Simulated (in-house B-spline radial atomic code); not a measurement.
Configurations of Sn3+, with energies counted from [Kr] 4d10 5s1. All numbers are computed (non-relativistic BLYP, spin-polarised, spherical fractional occupations; point nucleus) with an all-electron radial atomic-structure program (B-spline basis), not measured. Shells without spins written out take the highest spin.

Occupations are held fixed; configurations that lie above the ionisation limit could autoionise.

| configuration | E - E(ref) (eV) | highest orbital | its <r> (bohr) |
| --- | --- | --- | --- |
| [Kr] 4d10 5d(0 up, 1 down) | 19.355 | 5d down | 3.354 |
| [Kr] 4d10 5f1 | 29.706 | 5f up | 6.335 |
| [Kr] 4d9 4f1 5s1 | 48.064 | 4f up | 3.139 |
| [Ar] 3d10 4s2 4p5 4d10 5s1 5d1 | 104.03 | 5d up | 3.164 |
| [Ar] 3d10 4s2 4p5 4d10 5s1 5f1 | 114.93 | 5f up | 5.894 |
| [Ar] 3d(5 up, 4 down) 4s2 4p6 4d10 5s(1 up, 0 down) 6p(0 up, 1 down) | 514.67 | 6p down | 4.704 |
| [Ar] 3d9 4s2 4p6 4d10 5s1 6p1 | 514.78 | 6p up | 4.719 |

Order these further configurations by energy, lowest first.
A. [Ar] 3d10 4s2 4p(3 up, 2 down) 4d10 5s(1 up, 0 down) 5d(0 up, 1 down)
B. [Ar] 3d9 4s2 4p6 4d10 5s1 5p1
C. [Kr] 4d9 5s1 5d1
D. [Ar] 3d9 4s2 4p6 4d10 4f1 5s1
E. [Ar] 3d9 4s2 4p6 4d10 5s1 6s1

C (42.657 eV), A (104.51 eV), B (497.45 eV), E (511.88 eV), D (515.43 eV).

How far above the reference does [Kr] 4d(5 up, 4 down) 5s(0 up, 1 down) 5p(0 up, 1 down) lie?

30.771 eV; its least bound orbital is 5p down with <r> = 2.4 bohr.

How far above the reference does [Kr] 4d9 5s1 6f1 lie?

56.861 eV; its least bound orbital is 6f up with <r> = 9.295 bohr.
